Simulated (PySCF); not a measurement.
Cl2Sn, charge -1, doublet, geometry from GFN2-xTB (such geometries of metal compounds can be far from the true shape) (a state made from the parent by changing its charge; the spin is typed, not shown lowest) (core potentials on Sn) (in this run its highest filled SCF level lies above zero, so its values depend strongly on the basis, on diffuse functions most of all). Base run: R2SCAN/def2-SV(P) (PySCF).

The PySCF input:
```python
from pyscf import gto, scf, dft

mol = gto.M(
    atom='''
Sn    0.010764   -0.010247    0.639126
Cl    1.232306    1.558930   -0.936160
Cl   -1.263964   -1.528793   -0.943623
''',
    basis='def2-sv(p)',
    ecp={'Sn': 'def2-sv(p)'},
    charge=-1,
    spin=1,
    verbose=4,
)

mf = dft.UKS(mol)
mf.xc = 'r2scan'
mf.kernel()
```

The base run was repeated with changes; each row names its change, and settings that it needs were set with it.

```json
[
 {"change": "base", "ΔE vs base (mEh)": "0.000", "grid points": "59720", "electrons on the grid": "57.00000"},
 {"change": "grids.level = 5", "ΔE vs base (mEh)": "0.107", "grid points": "133104", "electrons on the grid": "57.00000"},
 {"change": "grids.radi_method = gauss_chebyshev", "ΔE vs base (mEh)": "0.032", "grid points": "57800", "electrons on the grid": "57.00000"},
 {"change": "grids.prune = off", "ΔE vs base (mEh)": "0.000", "grid points": "110672", "electrons on the grid": "57.00000"},
 {"change": "grids.atom_grid = (30, 110)", "ΔE vs base (mEh)": "6.674", "grid points": "7272", "electrons on the grid": "57.00041"},
 {"change": "grids.atom_grid = (75, 302)", "ΔE vs base (mEh)": "0.135", "grid points": "40592", "electrons on the grid": "57.00000"},
 {"change": "grids.level = 0", "ΔE vs base (mEh)": "53.357", "grid points": "6080", "electrons on the grid": "56.98615"},
 {"change": "grids.level = 1", "ΔE vs base (mEh)": "1.999", "grid points": "20664", "electrons on the grid": "56.99997"},
 {"change": "grids.becke_scheme = stratmann", "ΔE vs base (mEh)": "-0.002", "grid points": "59720", "electrons on the grid": "57.00000"},
 {"change": "grids.atom_grid = (150, 974)", "ΔE vs base (mEh)": "0.090", "grid points": "218944", "electrons on the grid": "57.00000"},
 {"change": "grids.radi_method = mura_knowles", "ΔE vs base (mEh)": "0.033", "grid points": "54240", "electrons on the grid": "57.00000"}
]
```

Open shells are given as the SCF converged; they aren't shown to be the lowest states, and a large step between rows can be another state.
